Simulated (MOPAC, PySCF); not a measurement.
C₂H₄B₂, SMILES `BB1C=C1`, neutral singlet in the gas phase. 

Cartesian coordinates (Å):
SMILES: BB1C=C1
```xyz
8

B      1.6843    -0.1330    -0.0068
B      0.0625    -0.0040    -0.0011
C     -1.2050     0.7574     0.0456
C     -1.3087    -0.5583    -0.0362
H      2.3075    -0.2466     1.0041
H      2.3121    -0.1195    -1.0211
H     -1.8085     1.6489     0.1009
H     -2.0442    -1.3450    -0.0853
```
Charge 0, spin multiplicity 1.

All levels are single points at this geometry (CAM-B3LYP-D3(BJ)/def2-TZVP); Pople sets use spherical d functions. Orbital energies aren't observables, and empty levels follow the basis.

B3LYP/6-311+G** in PySCF gives dipole (D) = 1.66.

Q: Estimate the dipole (D) from each of these levels: CAM-B3LYP-D3(BJ)/def2-TZVP in PySCF; PBE-D3(BJ)/def2-TZVP in PySCF; TPSSh-D3(BJ)/def2-TZVP in PySCF; B3LYP/3-21G in PySCF; B3LYP/6-31G* in PySCF; BP86/6-31G* in PySCF; SVWN5/6-31G* in PySCF; HF/3-21G in PySCF; HF/6-31G* in PySCF; AM1 in MOPAC; PM6 in MOPAC; PM7 in MOPAC.

A: 
```
level                                dipole (D)
-----------------------------------  ----------
CAM-B3LYP-D3(BJ)/def2-TZVP in PySCF        1.59
PBE-D3(BJ)/def2-TZVP in PySCF              1.87
TPSSh-D3(BJ)/def2-TZVP in PySCF            1.73
B3LYP/3-21G in PySCF                       1.74
B3LYP/6-31G* in PySCF                      1.71
BP86/6-31G* in PySCF                       1.88
SVWN5/6-31G* in PySCF                      1.97
HF/3-21G in PySCF                          1.40
HF/6-31G* in PySCF                         1.40
AM1 in MOPAC                               0.11
PM6 in MOPAC                               0.40
PM7 in MOPAC                               1.83
```
